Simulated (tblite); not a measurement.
C3H13Si3 (doublet state).
SMILES with atom numbers: `[CH3:1][CH2:2][SiH:3][CH:4]([SiH3:5])[SiH3:6]` (hydrogens: H7, H8, H9 on C1; H10, H11 on C2; H12 on Si3; H13 on C4; H14, H15, H16 on Si5; H17, H18, H19 on Si6)

Computed with GFN2-xTB (tblite), gas phase: L-BFGS steps from a force-field or distance-geometry start until the largest atomic force falls under 0.01 eV/Å.

Step 49: E = -494.0755 eV
```
atom  x, y, z in Å  |  force x, y, z in eV/Å
C1      2.7147    0.0157   -0.1455    0.057   0.060   0.000
C2      1.5721   -0.7532    0.5018    0.058   0.019   0.060
Si3     0.2159   -1.1977   -0.7610   -0.046  -0.023  -0.032
C4     -1.3569   -0.1477   -0.4915   -0.006  -0.044  -0.041
Si5    -2.3245   -0.8052    1.0103    0.009   0.016  -0.022
Si6    -1.0424    1.7310   -0.5119    0.002   0.017  -0.036
H7      3.4482    0.3216    0.5989    0.033  -0.002   0.034
H8      2.3462    0.9121   -0.6384   -0.016   0.023  -0.045
H9      3.2242   -0.5994   -0.8835   -0.018  -0.003  -0.035
H10     1.1252   -0.1362    1.2820   -0.031   0.033   0.045
H11     1.9872   -1.6247    1.0069   -0.034  -0.093  -0.032
H12     0.7095   -1.0715   -2.1471    0.009   0.001   0.061
H13    -1.9910   -0.3500   -1.3609   -0.029   0.007   0.009
H14    -2.6094   -2.2218    0.7695    0.003  -0.032   0.027
H15    -1.5695   -0.6601    2.2566    0.033   0.012  -0.025
H16    -3.5975   -0.0940    1.1582   -0.026   0.038   0.022
H17    -0.6385    2.0795   -1.8767    0.052   0.049  -0.040
H18     0.0289    2.1194    0.4111   -0.052  -0.038   0.022
H19    -2.2520    2.4914   -0.1862    0.003  -0.041   0.030
```

Step 50: E = -494.0792 eV
```
atom  x, y, z in Å  |  force x, y, z in eV/Å
C1      2.7117    0.0231   -0.1377   -0.016   0.010   0.022
C2      1.5666   -0.7581    0.4940   -0.005  -0.008   0.041
Si3     0.2140   -1.1944   -0.7766   -0.034  -0.018  -0.095
C4     -1.3573   -0.1464   -0.4932   -0.033  -0.059  -0.021
Si5    -2.3071   -0.8031    1.0203   -0.027  -0.005   0.025
Si6    -1.0401    1.7303   -0.5241   -0.003   0.028  -0.051
H7      3.4341    0.3239    0.6218    0.015   0.002  -0.055
H8      2.3376    0.9193   -0.6306    0.033  -0.010   0.008
H9      3.2247   -0.5886   -0.8780    0.000   0.041   0.013
H10     1.1040   -0.1538    1.2760    0.024   0.030   0.045
H11     1.9742   -1.6393    0.9903   -0.007  -0.035  -0.035
H12     0.7059   -1.0522   -2.1649   -0.003  -0.004   0.104
H13    -2.0081   -0.3476   -1.3500   -0.008  -0.007  -0.020
H14    -2.6120   -2.2180    0.7789    0.015   0.011   0.023
H15    -1.5328   -0.6786    2.2589    0.023   0.016  -0.051
H16    -3.5723   -0.0800    1.1987    0.013   0.019   0.009
H17    -0.5865    2.0596   -1.8801    0.037   0.052  -0.002
H18    -0.0038    2.1225    0.4354   -0.037  -0.027   0.019
H19    -2.2624    2.4906   -0.2467    0.015  -0.039   0.021
```

Step 51: E = -494.0807 eV
```
atom  x, y, z in Å  |  force x, y, z in eV/Å
C1      2.7112    0.0259   -0.1353   -0.042  -0.018   0.023
C2      1.5655   -0.7591    0.4919   -0.039  -0.014   0.022
Si3     0.2125   -1.1936   -0.7819   -0.013  -0.013  -0.065
C4     -1.3582   -0.1463   -0.4956   -0.039  -0.049  -0.007
Si5    -2.3027   -0.8019    1.0222   -0.038  -0.011   0.033
Si6    -1.0396    1.7309   -0.5289   -0.001  -0.015  -0.043
H7      3.4311    0.3247    0.6275    0.014   0.002  -0.071
H8      2.3372    0.9227   -0.6281    0.038  -0.021   0.022
H9      3.2236   -0.5860   -0.8762    0.014   0.057   0.021
H10     1.0990   -0.1587    1.2750    0.037   0.024   0.044
H11     1.9710   -1.6440    0.9845   -0.002  -0.009  -0.037
H12     0.7077   -1.0488   -2.1676   -0.002  -0.003   0.087
H13    -2.0145   -0.3469   -1.3479   -0.005  -0.013  -0.039
H14    -2.6150   -2.2166    0.7851    0.021   0.024   0.016
H15    -1.5224   -0.6821    2.2573    0.027   0.019  -0.049
H16    -3.5656   -0.0764    1.2113    0.022   0.018   0.001
H17    -0.5709    2.0594   -1.8793    0.036   0.054  -0.013
H18    -0.0143    2.1197    0.4417   -0.021  -0.014   0.031
H19    -2.2655    2.4862   -0.2633   -0.007  -0.016   0.023
```

**Question.** Estimate the geometry and energy of step 52. (The exact step hangs on the optimiser's Hessian estimate; all steps are aligned on step 51, rigid shifts and turns removed.)

**Answer.** E = -494.0829 eV, largest force 0.080 eV/Å
```
atom  x, y, z in Å  |  force x, y, z in eV/Å
C1      2.7081    0.0304   -0.1300   -0.059  -0.051   0.018
C2      1.5608   -0.7625    0.4868   -0.069  -0.003  -0.004
Si3     0.2092   -1.1923   -0.7947    0.009  -0.005   0.027
C4     -1.3610   -0.1465   -0.5005   -0.048  -0.034   0.010
Si5    -2.2940   -0.8000    1.0273   -0.045  -0.009   0.031
Si6    -1.0384    1.7317   -0.5388    0.001  -0.068  -0.017
H7      3.4245    0.3266    0.6370    0.012  -0.009  -0.067
H8      2.3378    0.9298   -0.6209    0.020  -0.031   0.027
H9      3.2221   -0.5797   -0.8711    0.034   0.067   0.015
H10     1.0900   -0.1687    1.2726    0.042   0.010   0.043
H11     1.9657   -1.6521    0.9724   -0.003   0.016  -0.038
H12     0.7121   -1.0421   -2.1731    0.007   0.005   0.029
H13    -2.0273   -0.3462   -1.3446    0.005  -0.021  -0.058
H14    -2.6218   -2.2133    0.7985    0.032   0.035   0.002
H15    -1.5003   -0.6888    2.2540    0.036   0.023  -0.042
H16    -3.5513   -0.0692    1.2377    0.032   0.020  -0.012
H17    -0.5381    2.0604   -1.8777    0.027   0.048  -0.011
H18    -0.0342    2.1139    0.4559   -0.021   0.000   0.027
H19    -2.2739    2.4779   -0.2985   -0.013   0.007   0.020
```

The energy changes by -0.0023 eV. The first-order estimate −F·Δx gives -0.0033 eV and the mean of the old and new forces, exact on a quadratic surface, -0.0022 eV. The step makes an angle of 80° with the force vector and moves no atom by more than 0.037 Å.

The cost below is that of the whole relaxation. Time: 0.96 s of wall time. Hardware: one thread of an Arm Neoverse V2, shared host with 96 logical CPUs at a one-minute load of 49.
